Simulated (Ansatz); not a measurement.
Ansatz results at the PBE0-D4/def2-TZVP geometry: HOMO energy (PBE/def2-TZVPP) -6.54 eV; HOMO energy (B3LYP/def2-TZVPP) -7.55 eV; LUMO energy (PBE/def2-TZVPP) -1.29 eV.

Each molecule was computed in one conformer, which needn't be the lowest.

(1) Which molecule gave them?
A. `CC(O)(F)F`
B. `CN[BH][GeH3]`
C. `CC#COC=S`
D. `[CH3][Al]1[CH2]C[SiH2]1`

Answers

(1) B. The others give `CC(O)(F)F`: -7.85, -9.49, 0.26; `[CH3][Al]1[CH2]C[SiH2]1`: -5.48, -6.32, -2.10; `CC#COC=S`: -5.87, -6.88, -2.99.

B3LYP here is the variant with VWN-RPA as its local correlation; programs differ in this.
